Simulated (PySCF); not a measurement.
**Correlation energy of Ag²⁺ (silver, charge +2)**

[Kr] 4d8 5p1, one real determinant (an excited configuration). Computed with PySCF 2.14 in x2c-TZVPPall with one added diffuse shell each of s, p, d, f type (9s7p7d3f1g, 95 functions), with scalar relativity by spin-free X2C-1e. Frozen: [Kr]; 9 electrons correlated.

```
  level  correlation energy (mhartree)
   CCSD                        -235.54
    (T)                          -6.19
CCSD(T)                        -241.73
```

Diagnostics: T1 = 0.0077, D1 = 0.0313, largest double amplitude 0.045.

Question: Is a single reference adequate?

Answer: Yes, within this model without spin-orbit coupling: T1 lies below 0.03 and no double amplitude reaches 0.07.

The reference is one real determinant that mixes LS terms of this configuration.
